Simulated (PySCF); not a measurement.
# C (carbon, neutral) across methods

[He] 2s1 2p2 3s1, high-spin 5P determinant (an excited configuration). Computed with PySCF 2.14 in aug-cc-pCVTZ-DK with one added diffuse shell each of s, p, d, f type (8s7p5d3f, 75 functions), with the spin-free X2C one-electron Hamiltonian (Gaussian nucleus). The B2PLYP total includes its PT2 part (frozen core); its orbital energies are those of the SCF part.

```csv
method,E (hartree),mean ε 2s α (eV),mean ε 2p α (eV),mean ε 3s α (eV),Σ⟨r²⟩ (bohr²),⟨S²⟩
PBE0,-37.3624,-24.266,-15.041,-2.691,44.11,6.000
BLYP,-37.3831,-21.437,-12.872,-2.078,44.40,6.000
B2PLYP,-37.3687,-26.694,-16.907,-2.916,45.73,6.000
LDA,-37.0179,-21.587,-13.066,-2.315,43.21,6.000
r2SCAN,-37.3968,-22.770,-13.772,-2.283,44.31,6.000
r2SCAN0,-37.3962,-24.926,-15.479,-2.654,44.46,6.000
wB97X-V,-37.3860,-26.932,-17.556,-3.710,45.52,6.000
UHF,-37.30846,-31.395,-20.501,-3.628,47.00,6.000
PBE,-37.3514,-21.782,-13.130,-2.287,43.60,6.000
```

The outer electron is Rydberg-like, and this basis confines it to a smaller radius and binds it less than a complete one would.
